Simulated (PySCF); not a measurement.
H₇ClO₅Si₃, SMILES O[Si](O)(O)O[SiH2]O[SiH2]Cl (GFN2-xTB optimised geometry):

```
16

Si     1.029    -3.242     0.000
Cl     3.029    -3.242     0.000
O      0.503    -1.725     0.000
Si     0.691    -0.114    -0.011
O     -0.824     0.426     0.025
Si    -1.575     1.861     0.113
O     -0.595     2.935    -0.598
O     -1.819     2.355     1.634
O     -3.029     1.700    -0.590
H      0.550    -3.856    -1.230
H      0.548    -3.855     1.230
H      1.328     0.259    -1.266
H      1.407     0.265     1.199
H     -0.682     3.856    -0.369
H     -2.420     1.863     2.187
H     -3.091     1.268    -1.438
```

Computed with PBE0/def2-TZVP (PySCF 2.14.0).

Question: What are the frontier orbital energies and the dipole moment?

Answer: HOMO-2 -9.20 eV, HOMO-1 -9.04 eV, HOMO -8.52 eV, LUMO 0.29 eV, LUMO+1 0.43 eV; dipole moment 1.46 D.

On the same geometry PBE/def2-TZVP run with PySCF 2.14.0 gives HOMO-2 -7.54 eV, HOMO-1 -7.44 eV, HOMO -7.09 eV, LUMO -0.59 eV, LUMO+1 -0.44 eV; dipole moment 1.47 D.

Meta-Löwdin charges at PBE0/def2-TZVP: Si1 0.94, Cl2 -0.29, O3 -0.84, Si4 1.13, O5 -0.85, Si6 1.64, O7 -0.77, O8 -0.77, O9 -0.77, H10 -0.12, H11 -0.12, H12 -0.14, H13 -0.14, H14 0.37, H15 0.37, H16 0.36.
